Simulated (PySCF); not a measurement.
**W(2+): excitation energy**

W(2+) [Xe] 4f14 5d4 (5D) → W(2+) [Xe] 4f14 5d3 6p1 (high-spin determinant), as a difference of total energies. Calculation: PySCF 2.14, in def2-TZVPPD with the def2 core potential (60 electrons) (6s5p3d2f1g, 59 functions); a scalar-relativistic core potential. Correlated levels: valence: 5s2 5p6 frozen; valence and next inner shell: nothing frozen outside the core potential. The calculations carry no spin-orbit coupling.

```tsv
method	excitation energy (cm⁻¹)
UHF	64486
LDA	65916
PBE	65158
PBE0	66251
r2SCAN	65252
TPSSh	64853
B97-3	65682
LC-wPBE	67440
wB97X	66559
MP2 (valence)	66061
SCS-MP2 (valence)	65011
MP2 (valence and next inner shell)	66975
SCS-MP2 (valence and next inner shell)	66198
```

The determinant of the upper state mixes LS terms, which raises its energy above the lowest term, most at the Hartree-Fock and MP2 levels.
